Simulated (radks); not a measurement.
Trend from Sc to Zn: ionisation energy by Delta-SCF between NIST ground configurations, and size. All-electron calculation, Dirac Kohn-Sham, PBE, spin-unpolarised, spherical densities, point nucleus; open shells fill j = l - 1/2 first. Program: a radial shooting solver on a logarithmic mesh with Libxc functionals.

| species | configuration | configuration of the ion | IE (eV) | NIST (eV) | kind | -e(HOMO) (eV) |
|---|---|---|---|---|---|---|
| Sc | [Ar] 3d1 4s2 | [Ar] 3d1 4s1 | 6.895 | 6.561 | exp. | 3.246 (3d3/2) |
| Ti | [Ar] 3d2 4s2 | [Ar] 3d2 4s1 | 7.344 | 6.828 | exp. | 4.274 (3d3/2) |
| V | [Ar] 3d3 4s2 | [Ar] 3d4 | 7.176 | 6.746 | exp. | 4.698 (4s1/2) |
| Cr | [Ar] 3d5 4s1 | [Ar] 3d5 | 6.896 | 6.767 | exp. | 2.856 (3d5/2) |
| Mn | [Ar] 3d5 4s2 | [Ar] 3d5 4s1 | 8.412 | 7.434 | exp. | 5.103 (4s1/2) |
| Fe | [Ar] 3d6 4s2 | [Ar] 3d6 4s1 | 8.726 | 7.902 | exp. | 5.289 (4s1/2) |
| Co | [Ar] 3d7 4s2 | [Ar] 3d8 | 6.561 | 7.881 | exp. | 5.467 (4s1/2) |
| Ni | [Ar] 3d8 4s2 | [Ar] 3d9 | 6.421 | 7.640 | exp. | 5.641 (4s1/2) |
| Cu | [Ar] 3d10 4s1 | [Ar] 3d10 | 8.149 | 7.726 | exp. | 4.610 (4s1/2) |
| Zn | [Ar] 3d10 4s2 | [Ar] 3d10 4s1 | 9.889 | 9.394 | exp. | 5.978 (4s1/2) |

Reference values: NIST Atomic Spectra Database (measured). Spin polarisation and multiplet splitting are left out, so open shells lie too high by an amount that depends on their filling.

Beside tabulated values, note that spin-unpolarised runs miss the spin-polarisation part of the exchange energy of open shells.
